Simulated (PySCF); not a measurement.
C$_{3}$H$_{8}$BF (SMILES CCB(C)F), singlet, geometry from GFN2-xTB. Base run: PySCF with PBE0/6-31G, polarisability.

Input for PySCF:
```python
from pyscf import gto, scf, dft
from pyscf.prop import polarizability

mol = gto.M(
    atom='''
B     0.25160392    0.21220382    0.44206617
F     0.59683375   -0.99281626    0.87350444
C     0.71183177    1.45100627    1.30776094
H     1.79766663    1.47280062    1.38877933
H     0.33950561    1.36245711    2.32717312
H     0.38534495    2.40705519    0.91111260
C    -0.59232345    0.33443624   -0.89543948
C    -0.89367196   -0.99123117   -1.59888749
H    -0.07108399    0.99831813   -1.59138278
H    -1.53592522    0.84222856   -0.67328184
H    -1.45024400   -1.65242281   -0.93916546
H     0.03092903   -1.49237830   -1.87501337
H    -1.48073444   -0.82899911   -2.50069641
''',
    basis='6-31g',
    verbose=3,
)

mf = dft.RKS(mol)
mf.xc = 'pbe0'
mf.kernel()
alpha = mf.Polarizability().polarizability()[2, 2]
print('alpha_zz =', alpha)
```

The base run was repeated with changes; each row names its change, and settings that it needs were set with it.

| change | alpha_zz (bohr³) | basis functions | core-seconds (rough) |
|---|---|---|---|
| base | 42.88 | 61 | 20 |
| functional = camb3lyp | 42.22 | 61 | 40 |
| basis = cc-pVDZ | 46.80 | 110 | 40 |
| functional = lda,vwn | (withheld) | 61 | 10 |
| basis = def2-SVP | 45.61 | 110 | 40 |
| finite field (a.u.) = 0.001; conv_tol = 1e-6 | 42.97 | 61 | 10 |
| finite field (a.u.) = 2e-4; conv_tol = 1e-11 | 42.88 | 61 | 20 |
| functional = hf | (withheld) | 61 | 1 |
| finite field (a.u.) = 0.02; conv_tol = 1e-11 | 42.98 | 61 | 20 |
| finite field (a.u.) = 0.005; conv_tol = 1e-11 | 42.88 | 61 | 20 |
| basis = 6-31+G* | 49.72 | 106 | 40 |
| basis = STO-3G | 23.04 | 33 | 10 |

Question: Complete the blanks.

Answer: 
- functional = lda,vwn, alpha_zz (bohr³): 44.75
- functional = hf, alpha_zz (bohr³): 40.77

Finite-field rows take the second difference of the energy in a field along z; a small field with loose convergence shows SCF noise divided by the square of the field, and a large one adds hyperpolarisability.
